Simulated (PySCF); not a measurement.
# Computed properties of Si(F)(Me)2(SeH) (C2H7FSeSi), SMILES C[Si](C)(F)[SeH]

Si(F)(Me)2(SeH) (C₂H₇FSeSi), SMILES F[Si](C)([SeH])C. Coordinates come from a B3LYP-D3(BJ)/def2-SVP optimisation. Other conformers were not sampled. All values are computed for the isolated molecule unless a solvent is named; none is compared with measurement here.

**Structure.** All 30 harmonic modes at B3LYP-D3(BJ)/def2-SVP (PySCF) are real, so it is a minimum. With heavy atoms numbered as in [CH3:1][Si:2]([CH3:3])([F:4])[SeH:5], the shortest bond between them is Si2–F4 at 1.636 Å and the longest Si2–Se5 at 2.304 Å.

**Vibrations.** The strongest infrared lines (harmonic, unscaled, degenerate partners summed) lie at 851 cm⁻¹ (167 km/mol, H 64 %, C 22 %, Si 12 %), 919 cm⁻¹ (132 km/mol, Si 44 %, F 30 %, H 19 %), 801 cm⁻¹ (108 km/mol, Si 38 %, H 35 %, C 26 %). The softest mode is at 78 cm⁻¹ and the zero-point energy is 53.1 kcal/mol.

**Electronic structure.** r2SCAN/def2-TZVP (PySCF) places the frontier levels at -6.09 and -0.58 eV, a gap of 5.51 eV, and gives a dipole moment of 2.69 D and a mean polarisability of 75.5 bohr³. PBE/def2-TZVP (PySCF) at the same geometry gives -5.81 and -0.89 eV, so its gap is 0.59 eV narrower. An orbital gap is neither the optical nor the fundamental gap.

**Excitations.** TDA-ωB97X/def2-SVPD (PySCF) has S1 at 5.41 eV (229 nm, f = 0.002, dark); the most intense of the 10 singlets computed lies at 8.02 eV (f = 0.14). T1 (TDA) is at 5.02 eV, 0.39 eV under S1. TDA-PBE/def2-SVPD (PySCF) puts S1 at 4.93 eV. No vertical singlet excitation falls in the visible range (under 3.1 eV).

**NMR.** GIAO shifts at KT2/pcSseg-1 (PySCF) (non-relativistic, atoms alike by connectivity averaged): ¹³C at 10.6 ppm against TMS; ¹H from 0.2 to 0.8 ppm against TMS; ²⁹Si at 63.0 ppm against TMS; ¹⁹F at -203.7 ppm against CFCl3.
